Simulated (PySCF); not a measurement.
**Polarisability and C₆ of Fe (iron, neutral)**

[Ar] 3d8, high-spin 3F determinant (an excited configuration). Calculation: PySCF 2.14, in dyall-av2z (16s12p7d2f, 101 functions); the non-relativistic Hamiltonian (point nucleus). Coupled (time-dependent) response in atomic units; α is the mean over directions. A double-zeta set is small for polarisabilities.

```tsv
method	mean α (bohr³)	C₆ (like pair)	S(−4)
UHF	66.11	149.6	79760
```

S(−4) is the Cauchy moment in α(ω) = α(0) + S(−4) ω² + …

α(iu) at UHF:

| u (hartree) | α(iu) (bohr³) |
| --- | --- |
| 0 | 66.11 |
| 0.0500 | 23.50 |
| 0.100 | 13.85 |
| 0.200 | 8.515 |
| 0.300 | 6.550 |
| 0.500 | 4.907 |
| 0.750 | 3.887 |
| 1.00 | 3.176 |
| 1.50 | 2.188 |
| 2.00 | 1.572 |
| 3.00 | 0.9164 |
| 5.00 | 0.4313 |

A single London oscillator, α(iu) = α/(1 + u²/ω²), gives C₆ = (3/4) ω α². Matching the computed C₆ needs ω = 4 × 149.6 / (3 × 66.11²) = 0.0456 hartree.

⟨S²⟩ = 2.07 against 2.00 shows spin contamination.
